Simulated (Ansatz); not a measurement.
Basis sets compared for `c1ccc(-c2ccc(-c3ccc(-c4cccnc4)nc3)nc2)nc1`. Charge 0, multiplicity 1. Geometry PBE-D4/def2-SVP. Ansatz on 2 threads of AMD EPYC 7R13 on a shared host and a share (18 GiB) of an NVIDIA H100 80GB HBM3; times are rough, and most runs start from earlier orbitals.

Cartesian coordinates in Å:
```
C -5.035 2.079 5.393
C -3.865 2.833 5.222
C -2.948 2.451 4.237
C -3.225 1.315 3.440
C -2.304 0.844 2.375
C -2.629 -0.296 1.609
C -1.761 -0.732 0.611
C -0.558 -0.024 0.376
C 0.415 -0.424 -0.665
C 0.243 -1.537 -1.513
C 1.213 -1.842 -2.469
C 2.363 -1.026 -2.576
C 3.440 -1.282 -3.565
C 4.563 -0.427 -3.618
C 5.570 -0.678 -4.553
C 5.430 -1.780 -5.413
N 4.373 -2.608 -5.382
C 3.414 -2.358 -4.482
N 2.533 0.043 -1.765
C 1.602 0.327 -0.855
N -0.244 1.070 1.108
C -1.081 1.480 2.060
N -4.356 0.593 3.612
C -5.224 0.966 4.556
H -5.784 2.343 6.154
H -3.666 3.713 5.851
H -2.027 3.032 4.091
H -3.574 -0.814 1.828
H -2.019 -1.620 0.018
H -0.649 -2.176 -1.435
H 1.073 -2.711 -3.126
H 4.605 0.416 -2.914
H 6.457 -0.029 -4.618
H 6.209 -2.006 -6.163
H 2.564 -3.063 -4.491
H 1.770 1.205 -0.210
H -0.757 2.378 2.615
H -6.132 0.344 4.658
```

Single mean-field runs in def2-SVP, def2-TZVP are fitted with def2-universal-jkfit.

Binding counts from free atoms (C triplet, N quartet, H doublet) in the same basis, without a counterpoise term.

```csv
level,functions,energy (Eh),HOMO (eV),LUMO (eV),binding per atom (eV),wall time
PBE-D4/def2-SVP,406,-987.7107,-5.60,-2.95,5.61,12 s
PBE0-D4/def2-SVP,406,-987.7631,-6.42,-2.26,5.46,16 s
```

Q: Estimate the rows for PBE-D4/def2-TZVP, PBE0-D4/def2-TZVP.

A: 
```
            level  functions  energy (Eh)  HOMO (eV)  LUMO (eV)  binding per atom (eV)  wall time
 PBE-D4/def2-TZVP        828    -988.7510      -5.64      -3.03                   5.52       12 s
PBE0-D4/def2-TZVP        828    -988.7964      -6.40      -2.31                   5.37       10 s
```
